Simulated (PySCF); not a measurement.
Two-component Hartree-Fock for Si (silicon, neutral)

Start: [Ne] 3s2 3p2; 3p1/2 filled at m_j = -1/2, +1/2. Calculated with PySCF 2.14 in x2c-TZVPall-2c with one added diffuse shell each of s, p type (6s7p2d1f, 44 functions): generalised Hartree-Fock with the X2C-1e Hamiltonian and a Gaussian nucleus; one run each with spin-orbit coupling (SO) switched off, then screened by Boettger's factors.

```
spinor shell  electrons  ε, spin-free (eV)  ε, screened SO (eV)  weight of nominal j (screened SO)  rms radius, screened SO (bohr)
       1s1/2          2            -1876.9              -1876.9                              1.000                           0.129
       2s1/2          2            -168.23              -168.23                              1.000                           0.612
       2p1/2          2            -115.77              -116.47                              0.855                           0.597
       2p3/2          4            -115.77              -115.41                              0.928                           0.600
       3s1/2          2            -14.762              -14.759                              0.999                            2.38
       3p1/2          2             -8.106               -8.110                              0.511                            3.00
```

| quantity | spin-free | screened SO |
| --- | --- | --- |
| E (hartree) | -289.45104 | -289.45167 |
| M_J | 0 | 0 |
| ⟨J²⟩ | 2.015 | 1.897 |
| ⟨L²⟩ | 2.011 | 2.016 |
| ⟨S²⟩ | 2.004 | 2.002 |

The determinant has a definite M_J but mixes levels of different J.

Each row is a mean over spinors that exchange with the open shell spreads, by up to 4.235 eV (3s1/2).

Rows whose weight is well below 1 are mixtures of j = l ± 1/2: exchange outweighs spin-orbit coupling there, and the label is only the starting occupation.

Without spin-orbit coupling the j labels of p, d and f shells carry no meaning; the spin-free column gives the mean over the occupied spinors of each nl shell.
